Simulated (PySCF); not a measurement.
Correlation energy of Ca (calcium, neutral)

[Ar] 4s2, closed-shell 1S. Calculation: PySCF 2.14, in an even-tempered Gaussian basis (24 s from 0.0056 bohr⁻², ratio 2.5; 16 p from 0.0073 bohr⁻², ratio 2.5; 6 d from 0.11 bohr⁻², ratio 2.7; 6 f from 0.16 bohr⁻², ratio 2.7); scalar relativity by spin-free X2C-1e. Frozen: [Ne]; 10 electrons correlated; the 31 highest virtual orbitals of each spin left out.

MP2 pair energies summed by pair of shells (mhartree):

```csv
pair,energy,share (%)
3p-3p,-176.86,61.9
3s-3p,-48.32,16.9
3p-4s,-28.67,10.0
4s-4s,-20.23,7.1
3s-3s,-9.61,3.4
3s-4s,-1.89,0.7
```

Total MP2 correlation energy: -285.59 mhartree.

Same-spin part -71.81 and opposite-spin part -213.78 mhartree; SCS-MP2 scales them by 1/3 and 6/5 to -280.47 mhartree.
